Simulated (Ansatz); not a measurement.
Gas-phase electronic energies from Ansatz, PBE0-D4/def2-TZVP geometries. CCSD(T)/CBS is the MP2 limit (def2-TZVPP, def2-QZVPP) plus CCSD(T) − MP2 in def2-TZVPP, frozen cores. Functionals use def2-TZVPP. B3LYP here is the variant with VWN-RPA as its local correlation; programs differ in this. HSE06 is defined as in plane-wave codes. For Br, Ge outer-core shells are correlated without core-valence functions, which leaves a few kJ/mol of doubt a bond. Scalar relativity is left out up to krypton. Each species was taken in one conformer, which may not be the lowest.

`[OH][Al]([SH])[Cl]` + `[SH][Ge][Br]` → `[OH][Al]([SH])[SH]` + `[Cl][Ge][Br]`  (redistribution)

| level | ΔE (kcal/mol) | difference from CCSD(T)/CBS |
| --- | --- | --- |
| LDA (SPW92) | 7.2 | -0.1 |
| PBE-D4 | 6.6 | -0.7 |
| revPBE-D4 | 6.6 | -0.7 |
| BLYP-D4 | 6.6 | -0.7 |
| B97M-V | 7.0 | -0.3 |
| PBE0-D4 | 6.9 | -0.4 |
| B3LYP-D4 | 6.9 | -0.4 |
| r2SCANh-D4 | 7.5 | 0.2 |
| r2SCAN0-D4 | 7.5 | 0.2 |
| HSE06-D4 | 6.9 | -0.4 |
| BHLYP-D4 | 7.2 | -0.1 |
| CAM-B3LYP-D4 | 6.8 | -0.5 |
| ωB97X-V | 6.7 | -0.6 |
| ωB97M-V | 6.8 | -0.5 |
| B2PLYP | 7.2 | -0.1 |
| PBE-QIDH | 7.5 | 0.2 |
| PBE | 6.5 | -0.8 |
| revPBE | 6.2 | -1.1 |
| BLYP | 6.3 | -1.0 |
| r2SCAN | 7.5 | 0.2 |
| PBE0 | 6.8 | -0.5 |
| r2SCANh | 7.5 | 0.2 |
| r2SCAN0 | 7.5 | 0.2 |
| HSE06 | 6.9 | -0.4 |
| BHLYP | 7.0 | -0.3 |
| CAM-B3LYP | 6.7 | -0.6 |
| LC-ωPBE | 6.8 | -0.5 |
| RPA@PBE/def2-TZVPP | 7.2 | -0.1 |
| MP2/def2-SVP | 9.6 | 2.3 |
| CCSD/def2-SVP | 9.1 | 1.8 |
| CCSD(T)/def2-SVP | 9.3 | 2.0 |
| HF/def2-TZVPP | 7.0 | -0.3 |
| MP2/def2-TZVPP | 7.9 | 0.6 |
| SCS-MP2/def2-TZVPP | 7.5 | 0.2 |
| CCSD/def2-TZVPP | 7.5 | 0.2 |
| CCSD(T)/def2-TZVPP | 7.6 | 0.3 |
| HF/def2-QZVPP | 6.8 | -0.5 |
| MP2/def2-QZVPP | 7.7 | 0.4 |
| SCS-MP2/def2-QZVPP | 7.4 | 0.1 |
| HF/CBS(def2) | 6.8 | -0.5 |
| CCSD(T)/CBS | 7.3 | 0 |

Largest T1 diagnostic among the species: 0.012.

At CCSD(T), def2-SVP lies +2.0 kcal/mol from the extrapolated value and def2-TZVPP +0.3 kcal/mol. Leaving LDA and LC-ωPBE aside and taking each functional with its dispersion term where it has one, the values spread over 0.9 kcal/mol, from PBE-D4 to r2SCAN0-D4.
